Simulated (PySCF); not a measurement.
**Running PySCF for Se⁺**

The script input.py:

```python
from pyscf import gto, scf

mol = gto.M(
    atom='Se 0 0 0',
    basis='sbkjc',
    ecp={'Se': 'sbkjc'},
    charge=1,
    spin=3,
    symmetry=True,
    verbose=4,
)
mf = scf.ROHF(mol)
mf.kernel()
mf.dip_moment()
print('orbital energies (hartree):', mf.mo_energy[..., max(0, mol.nelec[1]-3):mol.nelec[0]+3].round(4))
```

```bash
$ OMP_NUM_THREADS=1 python input.py
```

It prints (some set-up lines and the per-cycle HOMO/LUMO lines with their warnings removed):

```
PySCF version 2.14.0

[INPUT] verbose = 4
[INPUT] num. atoms = 1
[INPUT] num. electrons = 5
[INPUT] charge = 1
[INPUT] spin (= nelec alpha-beta = 2S) = 3
[INPUT] symmetry True subgroup None
[INPUT] Mole.unit = angstrom
[INPUT] Symbol           X                Y                Z      unit          X                Y                Z       unit  Magmom
[INPUT]  1 Se     0.000000000000   0.000000000000   0.000000000000 AA    0.000000000000   0.000000000000   0.000000000000 Bohr   0.0

nuclear repulsion = 0
point group symmetry = SO3
symmetry origin: [0. 0. 0.]
symmetry axis x: [1. 0. 0.]
symmetry axis y: [0. 1. 0.]
symmetry axis z: [0. 0. 1.]
num. orbitals of irrep s+0 = 2
num. orbitals of irrep p-1 = 2
num. orbitals of irrep p+0 = 2
num. orbitals of irrep p+1 = 2
number of shells = 4
number of NR pGTOs = 20
number of NR cGTOs = 8
basis = sbkjc
ecp = {'Se': 'sbkjc'}

******** <class 'pyscf.scf.hf_symm.SymAdaptedROHF'> ********
method = SymAdaptedROHF
initial guess = minao
damping factor = 0
level_shift factor = 0
DIIS = <class 'pyscf.scf.diis.CDIIS'>
diis_start_cycle = 1
diis_space = 8
diis_damp = 0
SCF conv_tol = 1e-09
SCF conv_tol_grad = None
SCF max_cycles = 50
direct_scf = True
direct_scf_tol = 1e-13
num. doubly occ = 1  num. singly occ = 3
Freeze 0 electrons in irreps []
    5 free electrons in irreps s+0 p-1 p+0 p+1
Set gradient conv threshold to 3.16228e-05
init E= -8.69754388365114
cycle= 1 E= -8.75896996993746  delta_E= -0.0614  |g|= 0.239  |ddm|= 1.39
cycle= 2 E= -8.82575936283008  delta_E= -0.0668  |g|= 0.0183  |ddm|= 0.699
cycle= 3 E= -8.82586280061643  delta_E= -0.000103  |g|= 0.00189  |ddm|= 0.0249
cycle= 4 E= -8.82586364341795  delta_E= -8.43e-07  |g|= 7.38e-05  |ddm|= 0.0023
cycle= 5 E= -8.82586364957557  delta_E= -6.16e-09  |g|= 2.75e-05  |ddm|= 0.000155
cycle= 6 E= -8.82586365020396  delta_E= -6.28e-10  |g|= 1.66e-05  |ddm|= 3.64e-05
Extra cycle  E= -8.82586365056473  delta_E= -3.61e-10  |g|= 2.45e-06  |ddm|= 5.94e-05
converged SCF energy = -8.82586365056473

WARN: System has nonzero charge 1; the dipole moment is origin-dependent.
Location of origin: [0. 0. 0.]

Dipole moment(X, Y, Z, Debye):  0.00000,  0.00000,  0.00000
orbital energies (hartree): [-1.1923 -0.5325 -0.5325 -0.5325  0.0723  0.0723  0.0723]
```

In short: E(SCF) = -8.825864 Eh, 6 cycles.

Run time: 0.5 s on 1 thread of Arm Neoverse V2 (shared host).

No search for the lowest solution was made.
